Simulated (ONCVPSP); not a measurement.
**What one change does to a pseudopotential (barium (Ba), ONCV)**

ONCVPSP 4.0.1 input, shortened (lines: element, Z, core and valence counts, functional; n l f; lmax; l rc ep ncon nbas qcut; lloc lpopt rc5 dvloc0; l nproj debl; icmod fcfact rcfact), PBE, scalar-relativistic:

```
  Ba 56.00    9    3        4      upf
    1    0    2.00
    2    0    2.00
    2    1    6.00
    3    0    2.00
    3    1    6.00
    3    2   10.00
    4    0    2.00
    4    1    6.00
    4    2   10.00
    5    0    2.00
    5    1    6.00
    6    0    2.00
    2
    0    3.05    0.00    3    6    3.60
    1    2.70    0.00    4    8    6.30
    2    3.20    0.41    4    8    2.80
    4    5    2.15    0.00
    0    2    3.60
    1    2    2.30
    2    2    2.50
    1    0.20    0.00
```

In the d channel the program set the typed energies aside and used 0.050, 2.550 Ha.

Change: local potential polynomial inside 2.15 bohr (lpopt 5, dvloc0 2.5 Ha).

Cutoffs: the cutoffs (Ha) at which the residual kinetic energy of the hardest occupied pseudo-wave falls to 1 and 0.1 mHa per electron; they do not see the model core or the augmentation charge, which bear on the density cutoff. Errors are all-electron minus pseudo energies relative to the spin-unpolarised reference configuration.

Problem. What does the change do?

Solution. The potential gets neither clearly harder nor softer (9.3 Ha and 12 Ha → 9.3 Ha and 12 Ha); the errors of the 4 common tests hardly move; the range in which the d phases agree widens (upper end 1.1 → 3.7); neither file shows a bound ghost.

```csv
quantity,base,changed
"cutoff, loose",9.3 Ha,9.3 Ha
"cutoff, tight",12 Ha,12 Ha
bound ghosts,none,none
GHOST(+) flags under 300 eV,d at 119.7 eV,none
"error for 5s2 5p6 6s1, meV [ΔE 5.36 eV]",-1.0,-1.0
"error for 5s2 5p6 6s0, meV [ΔE 15.34 eV]",-6.7,-6.7
"error for 5s2 5p6 6s1.5, meV [ΔE 2.14 eV]",-0.3,-0.3
"error for 5s1 5p6 6s2, meV [ΔE 38.80 eV]",-367,-370
s: phases at 3.09 bohr within 0.05 rad from the reference energy up to (Ha; the scan ends near 5),1.4,1.7
p: phases at 2.74 bohr within 0.05 rad from the reference energy up to (Ha; the scan ends near 5),4.5,4.6
d: phases at 3.24 bohr within 0.05 rad from the reference energy up to (Ha; the scan ends near 5),1.1,3.7
"rms error of d²Exc/dni dnj with the model core, mHa",2.11,2.11
```
